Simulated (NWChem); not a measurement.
System: CH$_{2}$BrF; SMILES FCBr

The following NWChem deck was run.

```
start job
memory heap 200 mb stack 900 mb global 1100 mb
geometry units angstroms noautosym nocenter noautoz
  F      0.414631     1.966928     0.000000
  C     -0.614916     1.085828     0.000000
  Br     0.062993    -0.768383     0.000000
  H     -1.208518     1.196741     0.907552
  H     -1.208518     1.196741    -0.907552
end
basis spherical
  * library 6-31g*
end
dft
  xc pbe0
  iterations 150
end
cosmo
  dielec 1.5
end
task dft energy
```

Parts of the log:

```
             Northwest Computational Chemistry Package (NWChem) 7.3.0
             --------------------------------------------------------

                             Geometry "geometry" -> ""
                             -------------------------

 Output coordinates in angstroms (scale by  1.889725989 to convert to a.u.)

  No.       Tag          Charge          X              Y              Z
 ---- ---------------- ---------- -------------- -------------- --------------
    1 F                    9.0000     0.41463100     1.96692800     0.00000000
    2 C                    6.0000    -0.61491600     1.08582800     0.00000000
    3 Br                  35.0000     0.06299300    -0.76838300     0.00000000
    4 H                    1.0000    -1.20851800     1.19674100     0.90755200
    5 H                    1.0000    -1.20851800     1.19674100    -0.90755200

 Effective nuclear repulsion energy (a.u.)     163.4233445235

                                 NWChem DFT Module
                                 -----------------

 Summary of "ao basis" -> "ao basis" (spherical)
 ------------------------------------------------------------------------------
       Tag                 Description            Shells   Functions and Types
 ---------------- ------------------------------  ------  ---------------------
 F                           6-31g*                  6       14   3s2p1d
 C                           6-31g*                  6       14   3s2p1d
 Br                          6-31g*                 12       32   5s4p3d
 H                           6-31g*                  2        2   2s

 in cosmo_initialize ...

 solvent parameters
 solvname_short: unkn
 solvname_long:  unknown
 dielec:        1.5000

          ---------------
          -cosmo- solvent
          ---------------
 Cosmo: York-Karplus, doi: 10.1021/jp992097l
 dielectric constant -eps-     =   1.50
 screen = (eps-1)/(eps    )    =   0.33333
 surface charge correction     = lagrangian

   van der Waals surface
 --------------------------

 ---------- ATOMIC COORDINATES (A.U.) ------------ VDWR(ANG.) --
     1    0.78353898    3.71695496    0.00000000     1.720
     2   -1.16202275    2.05191739    0.00000000     2.000
     3    0.11903951   -1.45203332    0.00000000     2.160
     4   -2.28376787    2.26151257    1.71502460     1.300
     5   -2.28376787    2.26151257   -1.71502460     1.300
 number of segments per atom =         32
 number of   points per atom =         32
 atom (   nspa,  nppa )
 ----------------------
    1 (     20,     0 )       0
    2 (     16,     0 )       0
    3 (     26,     0 )       0
    4 (     15,     0 )       0
    5 (     15,     0 )       0
 number of -cosmo- surface points =       92
 molecular surface =     97.580 angstrom**2
 molecular volume  =     72.258 angstrom**3
 G(cav/disp)       =      1.348 kcal/mol
 -lineq- algorithm             =   0
 -bem- low  level              =   2
 -bem- from -octahedral-
 gaussian surface charge width =   4.50000
 degree of switching           =   1.00000
 switching function tolerance  =   0.00010
 atomic radii =
 --------------
    1  9.000  1.720
    2  6.000  2.000
    3 35.000  2.160
    4  1.000  1.300
    5  1.000  1.300
 ...... end of -cosmo- initialization ......

            General Information
            -------------------
          SCF calculation type: DFT
          Wavefunction type:  closed shell.
          No. of atoms     :     5
          No. of electrons :    52
           Alpha electrons :    26
            Beta electrons :    26
          Charge           :     0
          Spin multiplicity:     1
          Use of symmetry is: off; symmetry adaption is: off
          Maximum number of iterations: 150
          AO basis - number of functions:    64
                     number of shells:    28
          Convergence on energy requested:  1.00D-06
          Convergence on density requested:  1.00D-05
          Convergence on gradient requested:  5.00D-04

              XC Information
              --------------
                         PBE0 Method XC Functional
                     Hartree-Fock (Exact) Exchange  0.250
          PerdewBurkeErnzerhof Exchange Functional  0.750
            Perdew 1991 LDA Correlation Functional  1.000 local
           PerdewBurkeErnz. Correlation Functional  1.000 non-local

[...]

                                   COSMO solvation results
                                   -----------------------

                 gas phase energy =     -2712.539734953647
                 sol phase energy =     -2712.541557929069
 (electrostatic) solvation energy =         0.001822975422 (    1.14 kcal/mol)

                       DFT Final Molecular Orbital Analysis
                       ------------------------------------

 Vector   24  Occ=2.000000D+00  E=-3.691470D-01
              MO Center=  4.7D-03,  5.8D-01, -1.9D-09, r^2= 2.8D+00
   Bfn.  Coefficient  Atom+Function         Bfn.  Coefficient  Atom+Function
  ----- ------------  ---------------      ----- ------------  ---------------
    40      0.497313  3 Br py                 4      0.319952  1 F  py
     3     -0.276496  1 F  px                 8      0.243395  1 F  py
    36     -0.221944  3 Br py                39     -0.208295  3 Br px
    18     -0.205003  2 C  py                 7     -0.203399  1 F  px
    17      0.180208  2 C  px                44      0.121633  3 Br py

 Vector   25  Occ=2.000000D+00  E=-3.109958D-01
              MO Center=  4.9D-02, -6.7D-01, -2.1D-09, r^2= 1.7D+00
   Bfn.  Coefficient  Atom+Function         Bfn.  Coefficient  Atom+Function
  ----- ------------  ---------------      ----- ------------  ---------------
    39      0.721314  3 Br px                35     -0.323697  3 Br px
    43      0.321956  3 Br px                40      0.279935  3 Br py
    36     -0.124311  3 Br py                 4      0.118109  1 F  py
    44      0.115449  3 Br py                31      0.097018  3 Br px
     8      0.088661  1 F  py                 6     -0.063598  1 F  s

 Vector   26  Occ=2.000000D+00  E=-3.015109D-01
              MO Center= -1.1D-02, -5.9D-01,  4.9D-09, r^2= 1.9D+00
   Bfn.  Coefficient  Atom+Function         Bfn.  Coefficient  Atom+Function
  ----- ------------  ---------------      ----- ------------  ---------------
    41      0.757544  3 Br pz                45      0.350370  3 Br pz
    37     -0.339161  3 Br pz                19     -0.136984  2 C  pz
    62     -0.123349  4 H  s                 64      0.123349  5 H  s
    33      0.101621  3 Br pz                61     -0.094829  4 H  s
    63      0.094829  5 H  s                  5      0.078394  1 F  pz

 Vector   27  Occ=0.000000D+00  E=-8.765107D-03
              MO Center= -1.8D-01, -9.2D-02, -5.2D-10, r^2= 2.9D+00
   Bfn.  Coefficient  Atom+Function         Bfn.  Coefficient  Atom+Function
  ----- ------------  ---------------      ----- ------------  ---------------
    20      0.900051  2 C  s                 44     -0.714967  3 Br py
    22     -0.564318  2 C  py                40     -0.458792  3 Br py
    18     -0.412017  2 C  py                42     -0.412606  3 Br s
    43      0.247123  3 Br px                38      0.240158  3 Br s
    21      0.199535  2 C  px                36      0.195787  3 Br py

 Vector   28  Occ=0.000000D+00  E= 1.084522D-01
              MO Center= -7.0D-01,  1.0D+00, -2.6D-09, r^2= 2.9D+00
   Bfn.  Coefficient  Atom+Function         Bfn.  Coefficient  Atom+Function
  ----- ------------  ---------------      ----- ------------  ---------------
    21      1.092335  2 C  px                62      0.992384  4 H  s
    64      0.992384  5 H  s                 20     -0.912490  2 C  s
     6     -0.530037  1 F  s                 17      0.418191  2 C  px
    22      0.295595  2 C  py                38      0.261787  3 Br s
     8      0.252009  1 F  py                42      0.236862  3 Br s

 Vector   29  Occ=0.000000D+00  E= 1.339760D-01
              MO Center= -8.6D-01,  1.1D+00, -4.1D-09, r^2= 2.7D+00
   Bfn.  Coefficient  Atom+Function         Bfn.  Coefficient  Atom+Function
  ----- ------------  ---------------      ----- ------------  ---------------
    20      1.699990  2 C  s                 62     -0.862722  4 H  s
    64     -0.862722  5 H  s                  6     -0.650315  1 F  s
    22      0.640102  2 C  py                 7      0.376964  1 F  px
    38     -0.337705  3 Br s                 18      0.312442  2 C  py
    42     -0.293084  3 Br s                  3      0.259249  1 F  px

     Multipole analysis of the density
     ---------------------------------

     L   x y z        total         alpha         beta         nuclear
     -   - - -        -----         -----         ----         -------
     0   0 0 0     -0.000000    -26.000000    -26.000000     52.000000

     1   1 0 0     -0.751724     -0.215142     -0.215142     -0.321439
     1   0 1 0      0.355301      0.444672      0.444672     -0.534042
     1   0 0 1     -0.000000     -0.000000     -0.000000      0.000000

     2   2 0 0    -21.021478    -22.787907    -22.787907     24.554337
     2   1 1 0     -2.294469      1.089817      1.089817     -4.474103
     2   1 0 1     -0.000000     -0.000000     -0.000000      0.000000
     2   0 2 0    -22.175744   -127.901313   -127.901313    233.626883
     2   0 1 1      0.000000      0.000000      0.000000      0.000000
     2   0 0 2    -21.594480    -13.738549    -13.738549      5.882619
```

Level: PBE0/6-31G* (spherical d), COSMO on the gas-phase geometry. Structure relaxed at the B3LYP/6-31G* (spherical d) level. COSMO prints the solvation energy as gas minus solution, so a positive value is a stabilisation.
